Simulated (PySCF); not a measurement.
## Mayer bond orders and bond lengths

Compound: C4H11NSi2.
SMILES with atom numbers: `[CH:1]#[C:2][SiH2:3][Si@H:4]([CH3:5])[NH:6][CH3:7]` (hydrogens: H8 on C1; H9, H10 on Si3; H11 on Si4; H12, H13, H14 on C5; H15 on N6; H16, H17, H18 on C7)

Structure used (GFN2-xTB), in Å, numbered top down from 1:
```
atom  x, y, z in Å
C1     3.7712    0.5047   -0.1441
C2     2.7625    0.0227   -0.5878
Si3    1.1605   -0.6667   -1.2167
Si4   -0.6363    0.5019   -0.3124
C5    -0.0408    1.9643    0.7404
N6    -1.6673   -0.4098    0.7316
C7    -2.3015   -1.6335    0.3113
H8     4.6623    0.9177    0.2347
H9     1.2550   -0.6149   -2.6858
H10    1.1997   -2.0978   -0.8577
H11   -1.5482    0.9881   -1.3693
H12   -0.8688    2.5070    1.1849
H13    0.5210    2.6601    0.1262
H14    0.6164    1.6407    1.5424
H15   -1.4597   -0.4199    1.7189
H16   -2.6016   -1.5292   -0.7292
H17   -3.1933   -1.8237    0.9116
H18   -1.6401   -2.5054    0.3892
```

Bond orders from the PBE0/pcSseg-1 density (PySCF). The structure is a single GFN2-xTB conformer in the gas phase; no vibrational or solvent corrections.

Task: Where do the orders between heavy atoms depart from those drawn in the SMILES?

Result: The largest departure is 0.445, at C1–C2 (drawn triple, 2.555). Drawn single, order below 0.88: Si3–Si4 (0.829). Drawn double or triple, more than 0.30 short of the drawn order: C1–C2 (2.555).

Task: Give the Mayer order of every bond, beside its length.

Result: 
| bond | drawn as | length (Å) | Mayer order |
| --- | --- | --- | --- |
| C1–C2 | triple | 1.203 | 2.555 |
| C2–Si3 | single | 1.854 | 0.922 |
| Si3–Si4 | single | 2.326 | 0.829 |
| Si4–C5 | single | 1.898 | 0.973 |
| Si4–N6 | single | 1.727 | 0.977 |
| N6–C7 | single | 1.441 | 0.980 |
| C1–H8 | single | 1.053 | 1.086 |
| Si3–H9 | single | 1.473 | 0.927 |
| Si3–H10 | single | 1.476 | 0.937 |
| Si4–H11 | single | 1.478 | 0.912 |
| C5–H12 | single | 1.085 | 0.957 |
| C5–H13 | single | 1.085 | 0.958 |
| C5–H14 | single | 1.086 | 0.953 |
| N6–H15 | single | 1.009 | 0.934 |
| C7–H16 | single | 1.088 | 0.964 |
| C7–H17 | single | 1.092 | 0.969 |
| C7–H18 | single | 1.097 | 0.962 |

Bonds between the same two heavy elements. C–Si: lowest C2–Si3 (0.922, 1.854 Å), highest Si4–C5 (0.973, 1.898 Å); in 1 of the 1 pairs the longer bond (by over 0.003 Å) has the higher order (by 0.02 or more).

Task: Sum the orders of all bonds at each heavy atom with more than one neighbour and set the sums beside the valence in the SMILES.

Result: C1 3.641 (drawn 4), C2 3.477 (drawn 4), Si3 3.615 (drawn 4), Si4 3.691 (drawn 4), C5 3.841 (drawn 4), N6 2.891 (drawn 3), C7 3.875 (drawn 4). Orders between atoms that aren't bonded are not in these sums.

The Mayer order sums products of elements of PS (density times overlap matrix) between the two atoms' basis functions, so it depends on the basis set.
